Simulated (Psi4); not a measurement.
Two rigid molecules brought together: HCl ··· Na+ (SMILES Cl and [Na+]) (charge +1). Monomers: optimised at B3LYP-D3(BJ) (def2-TZVP), held rigid. Orientation: lowest of the rigid-body minima from ten starts at GFN2-xTB (searched outside a hard wall at short contacts). Only R, the distance of the centres of mass, is varied, so the lowest point isn't the relaxed dimer. The shortest distances reach bonding range, where SAPT0 and rigid monomers are unreliable.

- SAPT0/jun-cc-pVDZ, all electrons correlated (Psi4)
- B3LYP/def2-TZVP, counterpoise-corrected (Psi4)
- PBE/def2-TZVP, counterpoise-corrected (Psi4)
- wB97X-D/def2-TZVP, counterpoise-corrected (Psi4)
- MP2/aug-cc-pVTZ = Psi4 1.11 with DF-MP2/aug-cc-pVTZ, all electrons correlated, counterpoise-corrected
- CCSD(T)/aug-cc-pVDZ = DF-CCSD(T)/aug-cc-pVDZ, all electrons correlated, counterpoise-corrected (Psi4)

Cost and agreement with CCSD(T)/aug-cc-pVDZ over the 9 points of the scan, with CCSD(T)/aug-cc-pVDZ as yardstick. Costs are rough ratios of core time within Psi4 on shared cores, each with its mean field (Kohn-Sham runs search longer for lower solutions than correlated ones do); the miss is the largest difference from CCSD(T) of the interaction energy, in kJ/mol.

| level | relative cost | largest difference |
|---|---|---|
| SAPT0/jun-cc-pVDZ | 1 | 2.31 |
| B3LYP/def2-TZVP | 1 | 11.13 |
| PBE/def2-TZVP | 1 | 12.51 |
| wB97X-D/def2-TZVP | 2 | 4.16 |
| MP2/aug-cc-pVTZ | 3 | 4.83 |

Costs within a factor of two of each other count as equal.
